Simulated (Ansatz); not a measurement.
```yaml
crystal:
  periodic: [false, false, false]
  atoms:
    - {symbol: Zn, position_ang: [3.225888, -0.379700, 1.076021]}
    - {symbol: Zn, position_ang: [-1.879456, 0.654226, 0.155690]}
    - {symbol: Zn, position_ang: [0.832555, 0.020335, 0.504763]}
    - {symbol: Se, position_ang: [0.305509, -1.027618, -1.702525]}
    - {symbol: Se, position_ang: [-1.924639, -0.484752, -1.963866]}
    - {symbol: Se, position_ang: [-0.559867, 1.217489, 1.929907]}
basis:
  gaussian: {orbitals: def2-SVP, initial_orbitals: start.molden}
total_charge: 1
magnetization: {spin_polarized: true, initial_magnetization: 1}
hamiltonian: {xc: {name: wB97X-V}}
scf: {omitted_lower_state_checks: [starts]}
output: {orbitals: {seedname: orbitals}}
```

The file start.molden holds the orbitals of an earlier run on this structure, at another level or in another basis.

```sh
$ ansatz run in.yaml --threads 4 --pin off --events-out ev --progress --plain --max-ram 4787MiB
```

**Question.** Does this run fit into the memory that it is given?

**Answer.** No. It has 189 basis functions, and Ansatz plans for 5.18 GiB where 4.67 GiB are given.
